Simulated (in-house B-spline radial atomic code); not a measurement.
Cu⁺. Computed with a B-spline radial atomic code. Model: non-relativistic spherical atom: semilocal Troullier-Martins pseudo-atom, one channel per l, against all electrons, high spin, G0W0 and RPA with empty states to l = 8, local potential for every l without a channel, a model core (radius 0 = none) keeps its share of the functional.

What the tables leave out is listed at the end.

The pseudopotential gives back the lowest level of each angular momentum of its own functional in the configuration it was made in; a second state of the same l is only approximately right. Exact exchange, RPA and GW see the smooth pseudo-orbitals and miss the exchange with the core, for which the functional's share stands in. The column with an uncorrelated core keeps all orbitals and exact exchange, and so separates missing core correlation from pseudisation. Only the three outermost levels and the lowest empty one were computed. RPA here is direct RPA, with no exchange kernel, and its energies carry an (l + 1/2)⁻⁴ tail. A hybrid on a potential with a model core restores only its own semilocal share of the core's exchange.

Command:
```bash
python run_psgw.py task.json out
```
Settings (lengths in bohr, energies in hartree):
```
Z                      29
electrons              28
configuration          [Ar] 3d10
generated_in           [Ar] 3d10
functional             pbe,pbe
core_shells            3
radius_factor          1.3
core_correction        False
```

Cost of the run: 11 s on 1 thread of Intel(R) Xeon(R) 6975P-C (Granite Rapids) (shared host).

Given: made with PBE; model core radius 0 bohr; local radius 1.035 bohr; mean-field start PBE.

Valence shells of the generating configuration: 3s, 3p, 3d.

Channel: s 0.802, p 0.817, d 2.356 (radii in bohr).

Computed: largest level miss in the spin-unpolarised generating configuration 0 eV; valence RPA correlation energy pseudo -1.152 hartree; all-electron RPA polarisability, core included 6.9921 bohr³; pseudo-atom RPA polarisability 7.286 bohr³.

| level | occupied | mean-field all-electron (eV) | mean-field pseudo minus all (eV) | G0W0 all-electron (eV) | G0W0 uncorrelated core minus all (eV) | G0W0 pseudo minus all (eV) | exchange self-energy all-electron (eV) | exchange self-energy pseudo (eV) |
| --- | --- | --- | --- | --- | --- | --- | --- | --- |
| 3d | 1 | -13.751 | 0 | -20.04 | 0.081 | 0.27 | -46.207 | -36.178 |
| 4s (empty) | 0 | -11.588 | -0.104 | -7.8957 | 0.007 | -0.332 | -3.0285 | -2.8485 |

Problem. What is the valence RPA correlation energy all-electron orbitals?

Solution. -1.4056 hartree.

Given: mean-field start PBE0.

Computed: valence RPA correlation energy all-electron orbitals -1.34 hartree; valence RPA correlation energy pseudo -1.1046 hartree; pseudo-atom RPA polarisability 5.8052 bohr³.

```json
{"level": "3d", "occupied": "1", "mean-field all-electron (eV)": "-15.954", "mean-field pseudo minus all (eV)": "0.161", "G0W0 all-electron (eV)": "-20.396", "G0W0 uncorrelated core minus all (eV)": "0.09", "G0W0 pseudo minus all (eV)": "0.409", "exchange self-energy all-electron (eV)": "-46.522", "exchange self-energy pseudo (eV)": "-36.39"}
{"level": "4s (empty)", "occupied": "0", "mean-field all-electron (eV)": "-10.169", "mean-field pseudo minus all (eV)": "-0.194", "G0W0 all-electron (eV)": "-7.6212", "G0W0 uncorrelated core minus all (eV)": "0.006", "G0W0 pseudo minus all (eV)": "-0.389", "exchange self-energy all-electron (eV)": "-2.6749", "exchange self-energy pseudo (eV)": "-2.5865"}
```

Problem. What is the all-electron RPA polarisability, core included?

Solution. 5.349 bohr³.

Given: mean-field start Hartree-Fock.

Computed: valence RPA correlation energy all-electron orbitals -1.1937 hartree; all-electron RPA polarisability, core included 3.2393 bohr³; pseudo-atom RPA polarisability 3.9032 bohr³.

| level | occupied | mean-field all-electron (eV) | mean-field pseudo minus all (eV) | G0W0 all-electron (eV) | G0W0 uncorrelated core minus all (eV) | G0W0 pseudo minus all (eV) | exchange self-energy all-electron (eV) | exchange self-energy pseudo (eV) |
| --- | --- | --- | --- | --- | --- | --- | --- | --- |
| 3d | 1 | -22.045 | 0.932 | -20.451 | 0.096 | -0.235 | -47.124 | -36.742 |
| 4s (empty) | 0 | -6.3361 | -0.292 | -7.085 | 0.003 | -0.487 | -1.5298 | -1.6646 |

Problem. What is the valence RPA correlation energy pseudo?

Solution. -0.99794 hartree.

Among the listed levels the largest G0W0 shift of the pseudo-atom is -0.49 eV, for 4s (empty) on the Hartree-Fock start, while leaving the core uncorrelated moves that level by +0.00 eV. So pseudisation and the lost core exchange, not the missing core correlation, make the error. Not in the tables (levels of low weight, unsolved or above zero; the highest and the empty levels are kept at any weight): on PBE the G0W0 levels 3p (pseudo minus all -1.06 eV, weights 0.02 and 0.01), 3s (pseudo minus all -0.56 eV, weights 0.28 and 0.32); on PBE0 the G0W0 levels 3p (pseudo minus all +2.58 eV, weights 0.34 and 0.18), 3s (pseudo minus all -1.93 eV, weights 0.04 and 0.26); on Hartree-Fock the G0W0 levels 3p (pseudo minus all -0.74 eV, weights 0.62 and 0.65), 3s (pseudo minus all -1.36 eV, weights 0.35 and 0.25).
